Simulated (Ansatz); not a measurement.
Basis-set series for CH6FOSbSi, SMILES `C[O][Sb]([F])[SiH3]`. Charge 0, multiplicity 1. Sb takes the def2 core potential. The structure was optimised at the PBE0-D4/def2-TZVP level. It is one conformer, not always the lowest.

```tsv
functional	basis	functions	energy (Eh)	HOMO (eV)	LUMO (eV)
PBE0-D4	def2-SVP	116	-745.93698	-6.94	-1.11
PBE0-D4	def2-TZVPP	269	-746.32386	-7.06	-1.37
ωB97M-V	def2-SVP	116	-746.12504	-8.92	0.82
ωB97M-V	def2-TZVPP	269	-746.52227	-9.05	0.42
```

Problem. Give the rows for def2-QZVPP. (Best estimate.)

Solution. Computed: 
```csv
functional,basis,functions,energy (Eh),HOMO (eV),LUMO (eV)
PBE0-D4,def2-QZVPP,503,-746.35011,-7.08,-1.42
ωB97M-V,def2-QZVPP,503,-746.54751,-9.08,0.30
```

Positive LUMOs are unbound and depend on the basis.
